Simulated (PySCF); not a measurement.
C₂H₉AlClGeN, singlet, at a GFN2-xTB geometry (such geometries of metal compounds can be far from the true shape); PySCF with CASSCF(10,9)/STO-3G.

PySCF was given this input:
```python
from pyscf import gto, scf, mcscf
import numpy

mol = gto.Mole()
mol.atom = '''
    Al    0.182371    0.067065   -0.516491
    Cl    1.530986   -0.269863   -1.984820
    Ge    0.469126   -0.893812    1.681492
    H    -0.596134   -1.836273    2.187697
    H     1.710509   -1.737821    1.836962
    H     0.600750    0.047017    2.854853
    N    -1.282852    1.081115   -0.750393
    C    -1.668083    1.759824   -1.975186
    C    -2.233469    1.305005    0.323015
    H    -2.643276    1.409030   -2.332090
    H    -1.731581    2.843576   -1.823902
    H    -0.921255    1.557340   -2.743420
    H    -2.317614    2.370918    0.563331
    H    -3.229790    0.935615    0.054875
    H    -1.891970    0.771612    1.216057
'''
mol.basis = 'sto-3g'
mol.charge = 0
mol.spin = 0
mol.verbose = 4
mol.build()

mf = scf.RHF(mol)
mf.kernel()
mc = mcscf.CASSCF(mf, 9, 10)
mc.fix_spin_(ss=0.0)
mc.kernel()
occ = numpy.linalg.eigvalsh(mc.fcisolver.make_rdm1(mc.ci, mc.ncas, mc.nelecas))[::-1]
ss = mc.fcisolver.spin_square(mc.ci, mc.ncas, mc.nelecas)[0]
print('natural occupations', occ.round(4), ' <S^2>', round(ss, 4))
```

Q: What does PySCF print? Leave out banner, timings and long lists.

A: 
```
PySCF version 2.14.0

[INPUT] verbose = 4
[INPUT] num. atoms = 15
[INPUT] num. electrons = 90
[INPUT] charge = 0
[INPUT] spin (= nelec alpha-beta = 2S) = 0
[INPUT] symmetry False subgroup None
[INPUT] Mole.unit = angstrom
[INPUT] Symbol           X                Y                Z      unit          X                Y                Z       unit  Magmom
[...]
nuclear repulsion = 582.200252093511
number of shells = 36
number of NR pGTOs = 180
number of NR cGTOs = 60
basis = sto-3g
ecp = {}

******** <class 'pyscf.scf.hf.RHF'> ********
method = RHF
initial guess = minao
damping factor = 0
level_shift factor = 0
DIIS = <class 'pyscf.scf.diis.CDIIS'>
diis_start_cycle = 1
diis_space = 8
diis_damp = 0
SCF conv_tol = 1e-09
SCF conv_tol_grad = None
SCF max_cycles = 50
direct_scf = True
direct_scf_tol = 1e-13
Set gradient conv threshold to 3.16228e-05
Initial guess from minao.
init E= -2876.69354837761
[...]
cycle= 1 E= -2879.20300585087  delta_E= -2.51  |g|= 0.53  |ddm|= 4.45
[...]
cycle= 2 E= -2879.308428688  delta_E= -0.105  |g|= 0.123  |ddm|= 0.991
[...]
cycle= 3 E= -2879.31384377678  delta_E= -0.00542  |g|= 0.0382  |ddm|= 0.219
[...]
cycle= 4 E= -2879.31441942526  delta_E= -0.000576  |g|= 0.00775  |ddm|= 0.0617
[...]
cycle= 5 E= -2879.31446451849  delta_E= -4.51e-05  |g|= 0.00158  |ddm|= 0.0226
[...]
cycle= 6 E= -2879.31446612009  delta_E= -1.6e-06  |g|= 0.000315  |ddm|= 0.00379
[...]
cycle= 7 E= -2879.31446619837  delta_E= -7.83e-08  |g|= 6.01e-05  |ddm|= 0.000932
[...]
cycle= 8 E= -2879.31446620144  delta_E= -3.07e-09  |g|= 1.51e-05  |ddm|= 0.000177
[...]
cycle= 9 E= -2879.31446620167  delta_E= -2.28e-10  |g|= 3.37e-06  |ddm|= 5.49e-05
[...]
Extra cycle  E= -2879.31446620167  delta_E= -5e-12  |g|= 1.41e-06  |ddm|= 8.05e-06
converged SCF energy = -2879.31446620167

******** <class 'pyscf.mcscf.mc1step.CASSCF'> ********
CAS (5e+5e, 9o), ncore = 40, nvir = 11
max_cycle_macro = 50
max_cycle_micro = 4
conv_tol = 1e-07
conv_tol_grad = None
orbital rotation max_stepsize = 0.02
orbital rotation threshold for CI restart = 0.01
augmented hessian ah_max_cycle = 30
augmented hessian ah_conv_tol = 1e-12
augmented hessian ah_linear dependence = 1e-14
augmented hessian ah_level shift = 1e-08
augmented hessian ah_start_tol = 2.5
augmented hessian ah_start_cycle = 3
augmented hessian ah_grad_trust_region = 3
kf_trust_region = 3
kf_interval = 4
ci_response_space = 4
ci_grad_trust_region = 3
with_dep4 0
natorb = False
canonicalization = True
sorting_mo_energy = False
ao2mo_level = 2
internal_rotation = False
******** <class 'pyscf.fci.addons.SpinPenaltyFCISolver'> ********
max. cycles = 50
conv_tol = 1e-08
davidson only = True
linear dependence = 1e-12
level shift = 0.001
max iter space = 12
nroots = 1
pspace_size = 400
spin = None
CASCI E = -2879.32501646633  S^2 = 0.0000000
Set conv_tol_grad to 0.000316228
macro iter   1 ( 21 JK    4 micro), CASSCF E = -2879.33294782957  dE = -7.93136325e-03  S^2 = 0.0000000
               |grad[o]|=0.0138  |grad[c]|=0.0119  |ddm|=0.0244  |maxRot[o]|=0.193
macro iter   2 ( 21 JK    4 micro), CASSCF E = -2879.34005041350  dE = -7.10258393e-03  S^2 = 0.0000000
               |grad[o]|=0.0135  |grad[c]|=0.00944  |ddm|=0.0129  |maxRot[o]|=0.163
macro iter   3 ( 21 JK    4 micro), CASSCF E = -2879.34281090692  dE = -2.76049342e-03  S^2 = 0.0000000
               |grad[o]|=0.00999  |grad[c]|=0.00429  |ddm|=0.00291  |maxRot[o]|=0.125
macro iter   4 ( 21 JK    4 micro), CASSCF E = -2879.34467543558  dE = -1.86452865e-03  S^2 = 0.0000000
               |grad[o]|=0.00867  |grad[c]|=0.0104  |ddm|=0.00698  |maxRot[o]|=0.146
macro iter   5 ( 17 JK    4 micro), CASSCF E = -2879.34937049763  dE = -4.69506205e-03  S^2 = 0.0000000
               |grad[o]|=0.00827  |grad[c]|=0.0158  |ddm|=0.0471  |maxRot[o]|=0.227
macro iter   6 ( 17 JK    4 micro), CASSCF E = -2879.35381168942  dE = -4.44119179e-03  S^2 = 0.0000000
               |grad[o]|=0.0111  |grad[c]|=0.00556  |ddm|=0.0167  |maxRot[o]|=0.183
[...]
               |grad[o]|=0.00143  |grad[c]|=0.000323  |ddm|=0.00104  |maxRot[o]|=0.0383
macro iter  21 (  7 JK    2 micro), CASSCF E = -2879.36443606629  dE = -4.73127716e-05  S^2 = 0.0000000
               |grad[o]|=0.00122  |grad[c]|=0.00136  |ddm|=0.00158  |maxRot[o]|=0.0517
macro iter  22 (  6 JK    2 micro), CASSCF E = -2879.36446721804  dE = -3.11517479e-05  S^2 = 0.0000000
               |grad[o]|=0.000955  |grad[c]|=0.00184  |ddm|=0.00169  |maxRot[o]|=0.043
macro iter  23 ( 11 JK    3 micro), CASSCF E = -2879.36449917801  dE = -3.19599767e-05  S^2 = 0.0000000
               |grad[o]|=0.000771  |grad[c]|=0.00111  |ddm|=0.00212  |maxRot[o]|=0.0895
macro iter  24 (  6 JK    2 micro), CASSCF E = -2879.36454302829  dE = -4.38502743e-05  S^2 = 0.0000000
               |grad[o]|=0.0015  |grad[c]|=0.00109  |ddm|=0.00179  |maxRot[o]|=0.0481
macro iter  25 (  7 JK    2 micro), CASSCF E = -2879.36460279129  dE = -5.97629969e-05  S^2 = 0.0000000
               |grad[o]|=0.001  |grad[c]|=0.00396  |ddm|=0.00383  |maxRot[o]|=0.0685
macro iter  26 (  7 JK    2 micro), CASSCF E = -2879.36467791966  dE = -7.51283715e-05  S^2 = 0.0000000
               |grad[o]|=0.00107  |grad[c]|=0.0058  |ddm|=0.00385  |maxRot[o]|=0.0692
macro iter  27 (  7 JK    2 micro), CASSCF E = -2879.36475636483  dE = -7.84451686e-05  S^2 = 0.0000000
               |grad[o]|=0.00122  |grad[c]|=0.00493  |ddm|=0.00287  |maxRot[o]|=0.0695
macro iter  28 (  7 JK    2 micro), CASSCF E = -2879.36483655280  dE = -8.01879737e-05  S^2 = 0.0000000
               |grad[o]|=0.00129  |grad[c]|=0.004  |ddm|=0.00238  |maxRot[o]|=0.0697
macro iter  29 (  7 JK    2 micro), CASSCF E = -2879.36491490376  dE = -7.83509558e-05  S^2 = 0.0000000
               |grad[o]|=0.00128  |grad[c]|=0.00307  |ddm|=0.00213  |maxRot[o]|=0.0698
macro iter  30 (  7 JK    2 micro), CASSCF E = -2879.36498760426  dE = -7.27005022e-05  S^2 = 0.0000000
               |grad[o]|=0.0012  |grad[c]|=0.00216  |ddm|=0.00192  |maxRot[o]|=0.0699
macro iter  31 (  7 JK    2 micro), CASSCF E = -2879.36505131260  dE = -6.37083426e-05  S^2 = 0.0000000
               |grad[o]|=0.00107  |grad[c]|=0.00132  |ddm|=0.00174  |maxRot[o]|=0.0699
macro iter  32 (  7 JK    2 micro), CASSCF E = -2879.36510327125  dE = -5.19586511e-05  S^2 = 0.0000000
               |grad[o]|=0.000893  |grad[c]|=0.000648  |ddm|=0.00156  |maxRot[o]|=0.0699
macro iter  33 (  7 JK    2 micro), CASSCF E = -2879.36514149893  dE = -3.82276748e-05  S^2 = 0.0000000
               |grad[o]|=0.00069  |grad[c]|=0.000473  |ddm|=0.0014  |maxRot[o]|=0.0699
macro iter  34 (  7 JK    2 micro), CASSCF E = -2879.36516487015  dE = -2.33712271e-05  S^2 = 0.0000000
               |grad[o]|=0.000468  |grad[c]|=0.000872  |ddm|=0.00126  |maxRot[o]|=0.0699
macro iter  35 (  6 JK    2 micro), CASSCF E = -2879.36517226648  dE = -7.39632924e-06  S^2 = 0.0000000
               |grad[o]|=0.000237  |grad[c]|=0.000715  |ddm|=0.000579  |maxRot[o]|=0.0476
macro iter  36 (  6 JK    1 micro), CASSCF E = -2879.36517353944  dE = -1.27296107e-06  S^2 = 0.0000000
               |grad[o]|=9.29e-05  |grad[c]|=0.000767  |ddm|=9.83e-05  |maxRot[o]|=0.0181
macro iter  37 (  5 JK    1 micro), CASSCF E = -2879.36517375584  dE = -2.16400622e-07  S^2 = 0.0000000
               |grad[o]|=4.04e-05  |grad[c]|=0.000319  |ddm|=2.96e-05  |maxRot[o]|=0.00736
macro iter  38 (  1 JK    1 micro), CASSCF E = -2879.36517375586  dE = -1.18234311e-11  S^2 = 0.0000000
               |grad[o]|=2.73e-05  |grad[c]|=6.1e-06  |ddm|=    0  |maxRot[o]|=    0
1-step CASSCF converged in  38 macro (437 JK 104 micro) steps
CASSCF canonicalization
Density matrix diagonal elements [1.98516012 1.97737853 1.97874094 1.98125893 1.99641462 0.01379674
 0.01971387 0.02510333 0.02243292]
CASSCF energy = -2879.36517375586
CASCI E = -2879.36517375586  E(CI) = -16.6004870026059  S^2 = 0.0000000
natural occupations [1.9989 1.9881 1.9856 1.9762 1.9714 0.026  0.0256 0.0181 0.0101]  <S^2> 0.0
```
